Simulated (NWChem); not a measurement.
# ZnBr₂; SMILES [Br][Zn][Br]

```xyz
3

Zn     0.0000     0.0000     0.0101
Br     2.2372     0.0000    -0.0043
Br    -2.2372     0.0000    -0.0043
```
Atoms are numbered in this order, from 1.

Results from NWChem. Pople sets run with spherical d functions. Geometry: optimised at PBE-D3(BJ)/def2-SVP.

Q: Taking PBE/def2-QZVP as the yardstick, which of these has the fewest basis functions while keeping “highest occupied level (eV)” within 0.2 eV of it: PBE/6-31G*; PBE/def2-TZVPD; PBE/3-21G?

A: PBE/6-31G*.
| level | basis functions | highest occupied level (eV) | relative time (rough) |
|---|---|---|---|
| PBE/3-21G | 71 | -6.81 | 1 |
| PBE/6-31G* | 98 | -7.19 | 6 |
| PBE/def2-TZVPD | 165 | -7.35 | 10 |
| PBE/def2-QZVP | 234 | -7.33 | 30 |

The yardstick is one finite set, not the basis-set limit.
